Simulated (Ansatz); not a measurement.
```yaml
crystal:
  periodic: [false, false, false]
  atoms:
    - {symbol: C, position_ang: [-1.416206, 1.337214, 0.199922]}
    - {symbol: Al, position_ang: [-0.185047, -0.176284, 0.022124]}
    - {symbol: C, position_ang: [1.297361, -0.426522, 1.286017]}
    - {symbol: O, position_ang: [-0.802073, -1.629604, -0.739356]}
    - {symbol: O, position_ang: [0.823050, 0.056111, -1.711896]}
    - {symbol: H, position_ang: [-0.884248, 2.271459, 0.407793]}
    - {symbol: H, position_ang: [-2.014640, 1.496744, -0.702569]}
    - {symbol: H, position_ang: [-2.118904, 1.188842, 1.027415]}
    - {symbol: H, position_ang: [0.919228, -0.638601, 2.292078]}
    - {symbol: H, position_ang: [1.926872, 0.465762, 1.379310]}
    - {symbol: H, position_ang: [1.947870, -1.266310, 1.018342]}
    - {symbol: H, position_ang: [-1.723783, -1.876704, -0.731680]}
    - {symbol: H, position_ang: [0.442240, -0.764517, -2.079002]}
    - {symbol: H, position_ang: [1.775380, -0.066890, -1.639700]}
basis:
  gaussian: {orbitals: def2-SVPD}
hamiltonian: {xc: {name: HF}}
correlation: {active_space: {window: {electrons: 3, orbitals: 2}}}
```

```sh
$ ansatz run in.yaml --threads 4 --pin off --events-out ev --progress --plain --max-ram 10444MiB
```

Problem. How does Ansatz answer? (Estimate.)

Solution. The calculation gave: The run stopped with an error.
```
Functional definition: HF
1769 factors; integrals over basis functions are off by at most 1.1e-3 eV
mean field evaluation 1: about -12850.9838 eV, gradient 5.2e1 eV
mean field evaluation 2: about -12851.2020 eV, gradient 5.2e1 eV
mean field evaluation 4: about -12856.7715 eV, gradient 4.4e0 eV
mean field evaluation 8: about -12856.8338 eV, gradient 2.7e-1 eV
mean field -12856.83416451 eV, -472.4799408707 hartree, gradient 6.0e-6 eV, S^2 0.000000; 0 other end points of the search recorded, 0 dependent functions left out
reference -12856.83416451 eV, -472.4799408707 hartree; 25, 25 occupied and 157, 157 virtual orbitals, 1769 factors
Error: 3 electrons in 2 orbitals form no window around the highest filled level of the reference
```
